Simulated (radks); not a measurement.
Ag2+, configuration [Kr] 4d9 (the NIST ground configuration). All-electron calculation, Dirac Kohn-Sham, PBE, spin-unpolarised, spherical densities, finite nucleus; open shells are shared between the two j in proportion to 2j + 1; Fermi nuclear charge, rms radius 4.5454 fm. Program: a radial shooting solver on a logarithmic mesh with Libxc functionals.

Normalised radial functions P(r) = r R(r) (large component), r in bohr:

```
   r/bohr * 3d3/2, o 4s1/2, + 4p1/2 (the largest magnitude, 1.73, reaches the edge; | marks zero, & curves that meet)
  0.00237                             & o
 0.003086                             & o
 0.004018                             & o
 0.005232                             &  o
 0.006812                             &  o
 0.008942                             *+  o
  0.01164                             *+  o
  0.01516                             * + o
  0.01974                             * + o
  0.02571                             |* &
  0.03374                             |&  +
  0.04394                            o| *  +
  0.05721                         o   |   * +
   0.0745                       o     |     &
  0.09778                      o      |    +    *
   0.1273                         o   |+             *
   0.1658                         +   |o                   *
   0.2159                     +       |       o                *
   0.2811                   +         |          o               *
    0.369                        +    |     o                 *
   0.4805                         o   |   +             *
   0.6256              o              |         *  +
   0.8146          o                  |    *            +
    1.061             o               |*              +
    1.392                    o        *         +
    1.813                          o  *    +
    2.361                            o* +
    3.074                             &
    4.003                             &
```

3d3/2: eigenvalue -384.64 eV, 0 radial nodes, <r> = 0.344 bohr, 90 % of the charge inside 0.544 bohr. 4s1/2: eigenvalue -117.53 eV, 3 radial nodes at r = 0.0391, 0.157, 0.438 bohr, <r> = 0.910 bohr, 90 % of the charge inside 1.32 bohr. 4p1/2: eigenvalue -84.478 eV, 2 radial nodes at r = 0.136, 0.435 bohr, <r> = 0.975 bohr, 90 % of the charge inside 1.44 bohr.
